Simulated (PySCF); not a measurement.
Ga2(mu-H)2(H)4, H₆Ga₂, singlet (PBE0/def2-SVP optimised geometry):

```
8

Ga    -0.544     1.177     0.000
Ga     0.544    -1.177     0.000
H      0.000     0.000     1.182
H      0.465     2.362     0.000
H     -2.100     1.176     0.000
H      0.000     0.000    -1.182
H      2.100    -1.177     0.000
H     -0.466    -2.362     0.001
```

Level of theory: PBE0/def2-TZVP run with PySCF.

**Question.** What are the frontier orbital energies and the dipole moment?

**Answer.** HOMO-2 -9.24 eV, HOMO-1 -9.14 eV, HOMO -8.69 eV, LUMO -1.19 eV, LUMO+1 0.11 eV; dipole moment 0.00 D.

Meta-Löwdin charges at PBE0/def2-TZVP: Ga1 0.15, Ga2 0.15, H3 -0.05, H4 -0.05, H5 -0.05, H6 -0.05, H7 -0.05, H8 -0.05.
